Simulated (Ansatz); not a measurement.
Reaction: H2BSeO (SMILES OB[Se], doublet) → H2BSeO (SMILES O[B][SeH], doublet)
Each species at its own B3LYP-D3(BJ)/def2-TZVP minimum (Ansatz, a first-principles code), one conformer.

Total energies in hartree (Ansatz). Open shells are spin-unrestricted; no spin-orbit coupling. Cores are frozen in correlated methods (noble-gas shells, and filled d and f shells in the p block). No relativity.

```tsv
species	HF/cc-pVTZ	CCSD(T)/cc-pVTZ	HF/cc-pVQZ	CCSD(T)/cc-pVQZ	CCSD(T)/cc-pVDZ	CCSDT(Q)/cc-pVDZ
1: H2BSeO (SMILES OB[Se], doublet)	-2500.69997	-2501.20962	-2500.71076	-2501.25609	-2500.99115	-2500.99292
2: H2BSeO (SMILES O[B][SeH], doublet)	-2500.65522	-2501.16896	-2500.66640	-2501.21662	-2500.94963	-2500.95155
```

**Question.** Work out the isomerisation energy (electronic) in kJ/mol: take Hartree-Fock from cc-pVQZ, extrapolate the CCSD(T) correlation energy as X^-3 (X = 3, 4), and add CCSDT(Q) - CCSD(T) in cc-pVDZ. 1 hartree = 2625.5 kJ/mol.

**Answer.** 
Species 1: correlation (64·(-0.54533) - 27·(-0.50965))/37 = -0.57137; step -0.00177; E1 = -2500.71076 + (-0.57137) + (-0.00177) = -2501.28390
Species 2: correlation (64·(-0.55022) - 27·(-0.51374))/37 = -0.57684; step -0.00192; E2 = -2500.66640 + (-0.57684) + (-0.00192) = -2501.24516
-1·E1 +1·E2 = 0.03874 hartree = 101.7 kJ/mol.
